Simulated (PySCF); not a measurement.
CaF at PBE0

Computed with PBE0; PySCF, no relativity, basis sets Ca def2-TZVP, F def2-TZVP.

```
state                                           : ²Σ⁺ (doublet), unpaired electrons σ ↑
bond length                                     : 3.684 bohr
harmonic wavenumber                             : 594 cm⁻¹
force constant                                  : 2.67 mdyn/Å
rotational constant Be                          : 0.3444 cm⁻¹
anharmonicity ωexe                              : 2.93 cm⁻¹
vibration–rotation constant αe                  : 0.00239 cm⁻¹
well depth De to Ca + F                         : 5.54 eV
dissociation energy D0                          : 5.50 eV
bond order (Mayer)                              : 0.66
dipole moment (positive dipole means Ca(−)F(+)) : -2.91 D
```

The state is the lowest determinant that a PBE0 search found; another state may lie lower at other levels.
